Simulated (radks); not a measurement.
Results of a calculation; reference values are marked as such.
Dynamic dipole polarisability and lines of the oxygen ion O4+, [He] 2s2. Code: a radial shooting solver on a logarithmic mesh with Libxc functionals. Model: scalar-relativistic Kohn-Sham, LDA (Slater exchange, Perdew-Wang correlation), spin-unpolarised, spherical densities, finite nucleus; Fermi nuclear charge, rms radius of each element as measured or else 0.836 A^(1/3) + 0.57 fm. Time-dependent linear response with the Hartree and adiabatic LDA kernel, continuum included through the Sternheimer equations, no spin-orbit coupling, so fine structure and intercombination lines are absent. Lines are the poles of the dipole polarisability below minus the highest occupied eigenvalue, found on a grid refined at the orbital gaps; the lowest seven at most are given, and weak or close lines can be missed. The first line takes the name of the lowest orbital gap if no other gap lies below it; otherwise a line is named after a gap within 0.6 % of it, if that gap stands alone.

photon energy (eV)  alpha (bohr^3)
0                            1.191
1.679                        1.200
8.394                        1.487
15.109                       3.646
21.824                      -2.313
28.540                     -0.6138
35.255                     -0.2580
41.970                    -0.09973
48.685                    0.002351
55.401                      0.1003
62.116                      0.2756
68.831                       3.636
75.546                     -0.2869
82.262                    0.008565
88.977                     -0.1335
95.692                     -0.3898

Lines (eV, oscillator strength): 18.146 (68.33 nm, 2s-2p), f = 0.482; 69.416 (17.86 nm, unassigned), f = 0.397; 85.663 (14.47 nm, 2s-4p), f = 0.104; 92.120 (13.46 nm, 2s-5p), f = 0.0441; 95.414 (12.99 nm, 2s-6p), f = 0.0231. Higher lines, where found, are left out when the end of the mesh affects them. Those listed give 98 % of the static polarisability (sum of f/w^2). Orbital energy gaps for comparison: 2s-2p 12.992 eV; 2s-3p 69.890 eV; 2s-4p 85.782 eV; 2s-5p 92.173 eV; 2s-6p 95.442 eV. At laser wavelengths: 1550 nm 1.193, 1064 nm 1.195, 780 nm 1.199, 532 nm 1.209, 355 nm 1.233, 266 nm 1.268, 193 nm 1.347 bohr^3.
